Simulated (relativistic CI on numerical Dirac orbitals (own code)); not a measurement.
**Forbidden lines of Cs¹⁶⁺**

Method of calculation: Dirac-Coulomb-Breit CI, KLI orbitals optimised for each configuration, QED by a radiative potential, unscaled Slater integrals (own radial code, finite nucleus).

Configuration list (outside the closed core [Ar] 3d10): 4s²4p⁶4d³, 4s²4p⁵4d⁴, 4s²4p⁶4d²4f, 4s4p⁶4d⁴, 4s²4p⁵4d³4f, 4s²4p⁶4d²5s, 4s²4p⁶4d²5p, 4s4p⁶4d³4f, 4s²4p⁶4d4f5s, 4s²4p⁶4d²5d, 4s²4p⁶4d5s5p, 4s²4p⁵4d³5s, 4s²4p⁶4d²5f, 4s²4p⁶4d²6s, 4s²4p⁵4d³5p, 4s²4p⁶4d²6p, 4s²4p⁶4d²5g, 4s²4p⁶4d²6d, 4s²4p⁶4d²6f, 4s²4p⁶4d²7s, 4s²4p⁶4d4f², 4s²4p⁶4f³, 4s²4p⁵4d4f³, 4s²4p⁶4f²5s, 4s²4p⁶4f²5p, 4s²4p⁶4d5s², 4s²4p⁶4f5s², 4s²4p⁵4d4f5s², 4s²4p⁶5s²5p, 4s²4p⁶4d5p², 4s²4p⁶4f5p², 4s²4p⁵4d4f5p², 4s²4p⁶5s5p², 4s²4p⁶5p³. Double excitations out of closed p, d and f shells are left out; levels of such configurations are missing from the list, as are those of other unlisted configurations, and high levels can miss mixing partners. These lack a partner that the ground configuration has and come out too high: 4s4p⁶4d³4f, 4s²4p⁶4d²5d, 4s²4p⁵4d³5s, 4s²4p⁶4d²5f, 4s²4p⁶4d²6s.

```tsv
λ vac (Å)	Lower	Upper	Type	A (s⁻¹)	gf	Branching (%)
95.628	4s²4p⁶4d³ ⁴F3/2 [1]	4s²4p⁶4d²5s ⁴F5/2 [231]	E2	6.18e+06	5.09e-05	23.5
96.066	4s²4p⁶4d³ ⁴F3/2 [1]	4s²4p⁶4d²5s ⁴F3/2 [228]	E2	6.91e+06	3.83e-05	31.3
96.815	4s²4p⁶4d³ ⁴F5/2 [2]	4s²4p⁶4d²5s ⁴F5/2 [231]	E2	3.19e+06	2.69e-05	12.1
97.264	4s²4p⁶4d³ ⁴F5/2 [2]	4s²4p⁶4d²5s ⁴F3/2 [228]	E2	6.86e+06	3.89e-05	31.1
97.827	4s²4p⁶4d³ ⁴F7/2 [3]	4s²4p⁶4d²5s ⁴F5/2 [231]	E2	5.60e+06	4.82e-05	21.3
98.285	4s²4p⁶4d³ ⁴F7/2 [3]	4s²4p⁶4d²5s ⁴F3/2 [228]	E2	1.61e+06	9.34e-06	7.3
98.529	4s²4p⁶4d³ ⁴F9/2 [4]	4s²4p⁶4d²5s ⁴F5/2 [231]	E2	3.70e+06	3.23e-05	14.1
98.716	4s²4p⁶4d³ ⁴P3/2 [5]	4s²4p⁶4d²5s ⁴F5/2 [231]	E2	2.29e+06	2.00e-05	8.7
99.132	4s²4p⁶4d³ ⁴P1/2 [6]	4s²4p⁶4d²5s ⁴F5/2 [231]	E2	5.29e+05	4.67e-06	2.0
99.182	4s²4p⁶4d³ ⁴P3/2 [5]	4s²4p⁶4d²5s ⁴F3/2 [228]	E2	2.08e+06	1.23e-05	9.4
99.603	4s²4p⁶4d³ ⁴P1/2 [6]	4s²4p⁶4d²5s ⁴F3/2 [228]	E2	2.47e+06	1.47e-05	11.2
100.55	4s²4p⁶4d³ ²H9/2 [8]	4s²4p⁶4d²5s ⁴F5/2 [231]	E2	1.86e+06	1.69e-05	7.1
113.98	4s²4p⁶4d³ ²H11/2 [12]	4s²4p⁶4d²4f ²K°15/2 [196]	M2	4.11e+02	1.28e-08	45.3
121.38	4s²4p⁶4d³ ²H11/2 [12]	4s²4p⁶4d²4f ⁴I°15/2 [153]	M2	1.63e+03	5.75e-08	90.2
137.46	4s²4p⁶4d³ ²H11/2 [12]	4s²4p⁵4d⁴ ²K°15/2 [75]	M2	2.28e+02	1.04e-08	46.0
871.90	4s²4p⁶4d³ ⁴F7/2 [3]	4s²4p⁶4d³ ²D5/2 [19]	M1	1.16e+02	7.94e-08	6.7
1171.2	4s²4p⁶4d³ ⁴P5/2 [9]	4s²4p⁶4d³ ²D5/2 [19]	M1	4.43e+02	5.46e-07	25.7
1300.0	4s²4p⁶4d³ ²D3/2 [10]	4s²4p⁶4d³ ²D5/2 [19]	M1	4.19e+02	6.37e-07	24.3
1723.1	4s²4p⁶4d³ ⁴F9/2 [4]	4s²4p⁶4d³ ²F7/2 [16]	M1	1.10e+02	3.93e-07	47.4
1935.3	4s²4p⁶4d³ ⁴F7/2 [3]	4s²4p⁶4d³ ²D5/2 [13]	M1	2.59e+02	8.74e-07	65.5
1982.1	4s²4p⁶4d³ ²F5/2 [15]	4s²4p⁶4d³ ²D5/2 [19]	M1	3.63e+02	1.28e-06	21.0
2063.9	4s²4p⁶4d³ ⁴F5/2 [2]	4s²4p⁶4d³ ²D3/2 [10]	M1	2.72e+02	6.95e-07	36.5
2624.3	4s²4p⁶4d³ ⁴F9/2 [4]	4s²4p⁶4d³ ²H11/2 [12]	M1	6.49e+01	8.04e-07	62.2
2720.7	4s²4p⁶4d³ ⁴F5/2 [2]	4s²4p⁶4d³ ²G7/2 [7]	M1	2.55e+02	2.26e-06	73.4
3375.3	4s²4p⁶4d³ ²G7/2 [7]	4s²4p⁶4d³ ²G9/2 [14]	M1	2.32e+02	3.96e-06	42.0
3500.7	4s²4p⁶4d³ ⁴P3/2 [5]	4s²4p⁶4d³ ²D3/2 [10]	M1	2.84e+02	2.08e-06	38.0
3569.4	4s²4p⁶4d³ ²H9/2 [8]	4s²4p⁶4d³ ²G9/2 [14]	M1	2.30e+02	4.38e-06	41.6
3612.0	4s²4p⁶4d³ ⁴F7/2 [3]	4s²4p⁶4d³ ²H9/2 [8]	M1	1.07e+02	2.09e-06	48.2
3835.1	4s²4p⁶4d³ ⁴F7/2 [3]	4s²4p⁶4d³ ²G7/2 [7]	M1	9.15e+01	1.61e-06	26.4
4901.7	4s²4p⁶4d³ ⁴F9/2 [4]	4s²4p⁶4d³ ²H9/2 [8]	M1	1.15e+02	4.13e-06	51.8
```

Terms are leading LS components. Brackets give the number of a level in order of energy, since labels repeat. The list gives strong lines, with weight on those to low levels, among the lowest 400 of 7577 levels, so that lines to higher ones, which can be the strongest, are missing. Levels whose partners in the same complex of configurations lie outside the list can be far off, and so can their lines. Rates are taken at the computed energies, electric ones in the length gauge.

At this charge energies of transitions that change n are usually good to better than 1 %, and those within a shell (Δn = 0) to a few per cent. Terms inside the open d or f shell come out 10 to 20 % too wide with unscaled integrals.

LS names give the leading component of a level, which can be under half, so a name can repeat, a term be missing and a line seem to break the LS rules.
